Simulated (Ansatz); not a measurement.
Relaxed structures of H2TeS, closed shell (PBE0-D4/def2-TZVP; forces vanish, vibrations not checked; lower isomers may exist, and structures with a doubtful reference or unclear bonds are left out; Å). Ansatz 0.2.0; basis: def2-TZVPP; cores frozen in the correlated methods. Filled d shells of the heavier atoms are correlated. Core potentials replace the inner electrons of the atoms past krypton. The def2 sets are not built for correlating such inner shells, so the correlated values are less sure here.

Rank them by CCSD(T) energy, lowest first, and give each one's height above the lowest. Links in brackets join atoms within 1.22 times the sum of their covalent radii (1.1 for two metals). (Judge from chemistry; the value comes from the calculation.)
A.
H₂TeS ([SH2][Te])
```
4
angstrom
S -0.5733 -0.9525 0.4642
Te 0.2204 1.3053 0.3129
H 0.5216 -1.7404 0.5931
H -0.9029 -1.1613 1.7618
```
B.
H₂TeS ([SH][TeH])
```
4
angstrom
S -0.3947 -0.8998 0.8560
Te 0.2912 1.2609 0.1379
H 0.6272 -1.5886 0.3193
H -0.5237 1.2274 -1.3132
```
C.
H₂TeS ([S][TeH2])
```
4
angstrom
S -0.3776 -0.9513 0.9131
Te 0.6328 0.8713 0.0829
H 0.2969 2.1004 1.1963
H -0.5274 1.5970 -0.9121
```

The calculation gives: B (0.000 eV), A (0.984 eV), C (1.295 eV). Heights count from the lowest.

T1 diagnostic: at most 0.015.

For scale, one of the runs: CCSD(T)/def2-TZVPP, 120 basis functions, launched by `ansatz run in.yaml --threads 2 --pin off --events-out ev --progress --plain --max-ram 4352MiB`. Hardware: 2 CPU threads of an Arm Neoverse V2, shared host. Wall time about 8 s.
